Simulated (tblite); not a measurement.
H2O2Zn, charge +1, doublet, geometry from GFN2-xTB (such geometries of metal compounds can be far from the true shape) (a state made from the parent by changing its charge; the spin is typed, not shown lowest); tblite with GFN1-xTB.

Input for tblite:
```
$ tblite run mol.xyz --method gfn1 --charge 1 --spin 1 --guess eeq --json tblite.json --no-restart

# file mol.xyz
5

Zn    -0.00002765     0.18410192     0.03416767
O      1.25356735    -0.16406762    -1.10029929
H      1.91681448     0.38180558    -1.56511562
O     -1.25346034    -0.54831822     0.96808683
H     -1.91684092    -0.20577643     1.59778506
```

Question: What does tblite print? Leave out banner, timings and long lists.

Answer: 
```
xTB calculator
 | screened Coulomb repulsion
 | Coulomb electrostatics
 |  * isotropic Klopman-Ohno-Mataga-Nishimoto electrostatics
 |  * onsite third-order electrostatics
 | DFT-D3(BJ) dispersion correction

halogen bonding energy    0.0000000000000E+00 Eh
repulsion energy          4.5107348027471E-02 Eh
dispersion energy        -7.5214052041393E-04 Eh
number of electrons       1.5000000000000E+01 e
integral cutoff           3.9672993110968E+01 bohr

------------------------------------------------------------
  cycle        total energy    energy error   density error
------------------------------------------------------------
      1     -10.63088319426  -1.0675238E+01   3.6781832E-01
      2     -10.63742067690  -6.5374826E-03   2.0126021E-01
      3     -10.63521913463   2.2015423E-03   7.4663235E-02
      4     -10.63876402947  -3.5448948E-03   3.7389925E-03
      5     -10.63876844474  -4.4152622E-06   5.6224049E-04
      6     -10.63876349305   4.9516816E-06   1.5867646E-03
      7     -10.63876905770  -5.5646464E-06   2.7665273E-05
      8     -10.63876905803  -3.2688341E-10   1.3058304E-05
------------------------------------------------------------

electronic energy        -1.0683124265535E+01 Eh
total energy             -1.0638769058028E+01 Eh

Post processing:
 | Mayer-Wiberg bond orders

[Info] JSON dump of results written to 'tblite.json'
```
